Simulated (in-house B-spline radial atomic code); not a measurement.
The numbers below are computed, except where a source is named.
**Building a PAW p channel for Zr, r_c = 1.5 bohr**

Zr, [Kr] 4d2 5s2, non-relativistic LDA (VWN5), spherical and spin-unpolarised, from a B-spline radial code for spherical atoms (atomic units; all potentials screened as in the neutral atom).

Two all-electron partial waves φ1, φ2 are integrated outwards at E1 = ε(4p) = -1.186598 and E2 = E1 + 1 hartree; φ1 is the bound orbital and φ2 has unit norm inside r_c = 1.4986 bohr. Smooth partners are polynomials, r^2(a0 + a1 r² + a2 r⁴ + a3 r⁶), matched to φ and three derivatives at r_c, with no condition on the norm. The local potential is -14.1474 + (14.2632) r² + (-6.2336) r⁴ + (1.02277) r⁶ inside 1.227 bohr and the all-electron one outside.

```json
{"wave": "1", "φ(r_c)": "0.8510246", "φ'(r_c)": "-0.5841175", "a0": "1.813916", "a1": "-1.173143", "a2": "0.3049851", "a3": "-0.02988855"}
{"wave": "2", "φ(r_c)": "0.6020389", "φ'(r_c)": "-2.264072", "a0": "2.949745", "a1": "-2.229416", "a2": "0.5932771", "a3": "-0.05889171"}
```

Inside r_c the overlaps are <φi φj> = [[0.64191, 0.78756], [0.78756, 1.00000]] and, for the smooth waves, [[0.69516, 0.86743], [0.86743, 1.12026]]. With χj = (Ej − T − V_local) applied to smooth wave j, the program's quadrature gives the matrix B_ij = <smooth i, χj> as [[1.01872, 1.59031], [1.51044, 2.37382]].

(1) Check the match of the first wave, and find the augmentation charges q_ij.

(2) B isn't symmetric. Show that D_ij = B_ij + Ej q_ij is.

Solving (T + V_local + Σ p D p) ψ = E (1 + Σ p q p) ψ in a sphere of 9 bohr gives these levels:

```json
{"all-electron": "-1.186600", "one projector": "-1.186600", "two projectors": "-1.186600"}
{"all-electron": "-0.047301", "one projector": "-0.048443", "two projectors": "-0.047301"}
{"all-electron": "0.210835", "one projector": "0.208441", "two projectors": "0.210834"}
{"all-electron": "0.623343", "one projector": "0.616940", "two projectors": "0.623330"}
{"all-electron": "1.191010", "one projector": "1.175300", "two projectors": "1.190920"}
```

(3) What does the second projector gain?

Answers

(1) At r_c the four terms are 4.07370, -5.91690, 3.45456, -0.76031, which sum to 0.8511, φ1(r_c) to rounding. q_ij is the all-electron overlap less the smooth one: [[-0.05325, -0.07987], [-0.07987, -0.12026]]. The smooth first wave has a norm of 0.6952 inside r_c against 0.6419, so q11 is negative and must stay small enough for the overlap operator to be positive.

(2) Integrating by parts gives B12 − B21 = (E1 − E2) q12: 1.59031 − (1.51044) = 0.07987, and −1 × (-0.07987) = 0.07987. So D12 = 1.59031 + (-0.186598)(-0.07987) = 1.60521 and D21 = 1.51044 + (-1.186598)(-0.07987) = 1.60522; D11 = 1.08191, D22 = 2.39626. The projectors, p = (B⁻¹)ᵀ χ, are dual to the smooth waves; det B = 0.016, small beside B11 B22, as the two smooth waves look alike inside r_c.

(3) With one projector the errors are 0.00, -1.14, -2.39, -6.40, -15.71 millihartree. With two the errors are 0.00, 0.00, 0.00, -0.01, -0.09 millihartree. The scattering is exact at E1 and at E2 = -0.187, and over all levels compared the largest error is 0.09 millihartree. The lowest eigenvalue of the overlap operator is 0.7989 with one and 0.7316 with two projectors. The smooth orbital alone needs a cutoff of 10.8 hartree for 1 millihartree of kinetic energy, against 22.3 for a norm-conserving Troullier-Martins orbital of the same radius; part of the gain comes from giving up the norm, part from the simpler form.
